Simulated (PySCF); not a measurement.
Two-component Hartree-Fock for In²⁺ (indium, charge +2)

Start: [Kr] 4d10 5s1; 5s1/2 filled at m_j = +1/2. Calculated with PySCF 2.14 in x2c-SVPall-2c: generalised Hartree-Fock with the X2C-1e Hamiltonian and a Gaussian nucleus; one run each with spin-orbit coupling (SO) switched off, then screened by Boettger's factors.

| spinor shell | electrons | ε, spin-free (eV) | ε, screened SO (eV) | weight of nominal j (screened SO) | rms radius, screened SO (bohr) |
| --- | --- | --- | --- | --- | --- |
| 1s1/2 | 2 | -28096.2 | -28093.9 | 1.000 | 0.0341 |
| 2s1/2 | 2 | -4312.6 | -4311.9 | 1.000 | 0.139 |
| 2p1/2 | 2 | -3866.8 | -4013.2 | 1.000 | 0.120 |
| 3s1/2 | 2 | -872.43 | -872.26 | 1.000 | 0.371 |
| 3p1/2 | 2 | -722.58 | -749.84 | 1.000 | 0.364 |
| 3p3/2 | 4 | -722.58 | -710.00 | 1.000 | 0.376 |
| 3d3/2 | 4 | -490.36 | -495.00 | 1.000 | 0.351 |
| 3d5/2 | 6 | -490.36 | -487.10 | 1.000 | 0.353 |
| 4s1/2 | 2 | -162.80 | -162.77 | 1.000 | 0.907 |
| 4p1/2 | 2 | -115.81 | -120.55 | 1.000 | 0.972 |
| 4p3/2 | 4 | -115.81 | -113.63 | 1.000 | 0.997 |
| 4d3/2 | 4 | -45.749 | -46.283 | 0.981 | 1.26 |
| 4d5/2 | 6 | -45.749 | -45.379 | 0.987 | 1.27 |
| 5s1/2 | 1 | -26.820 | -26.822 | 1.000 | 2.59 |

(1) Where does 2p3/2 lie, and what is the 2p spin-orbit splitting (screened SO)?

| quantity | spin-free | screened SO |
| --- | --- | --- |
| E (hartree) | -5876.20533 | -5877.45656 |
| M_J | 1/2 | 1/2 |
| ⟨J²⟩ | 0.751 | 0.751 |
| ⟨L²⟩ | 0.000 | 0.014 |
| ⟨S²⟩ | 0.751 | 0.765 |

Each row is a mean over spinors that exchange with the open shell spreads, by up to 0.417 eV (4s1/2).

Breit and QED terms are absent; they matter most for the inner s and p1/2 levels.

Densities and radii are taken from the X2C orbitals without a picture-change correction, which distorts them close to the nucleus.

Without spin-orbit coupling the j labels of p, d and f shells carry no meaning; the spin-free column gives the mean over the occupied spinors of each nl shell.

## Answers

(1) At -3799.7 eV, 213.46 eV above 2p1/2.
